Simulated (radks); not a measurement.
Values are calculated unless marked as measured or tabulated.
Valence configurations of the rhodium ion Rh+ (all share [Kr]). Code: a radial shooting solver on a logarithmic mesh with Libxc functionals. Model: scalar-relativistic Kohn-Sham, PBE, spin-polarised, spherical densities, finite nucleus; open shells are filled with parallel spins first (spin-orbit coupling, left out, can overturn this in heavy ions); Fermi nuclear charge, rms radius 4.4945 fm. Energies are relative to 4d8; eigenvalues in eV for spin up.

valence      E (eV)  moment (Bohr magnetons)    e(4d)   e(5p)    e(5s)
4d8           0.000                        2  -14.174       -        -
4d7.5 5s0.5   0.966                        3  -15.880       -  -11.945
4d7 5s1       2.091                        4  -17.635       -  -12.799
4d7.5 5p0.5   3.442                        3  -16.534  -7.383        -
4d6 5s2       6.893                        4  -21.267       -  -13.955
4d7 5p1       7.349                        4  -18.903  -8.293        -
4d6 5p2      16.622                        6  -23.666  -9.959        -

NIST lists [Kr] 4d8 as the ground configuration; this level of theory agrees among the configurations tried. The energies are those of spherical high-spin densities, not of single terms.
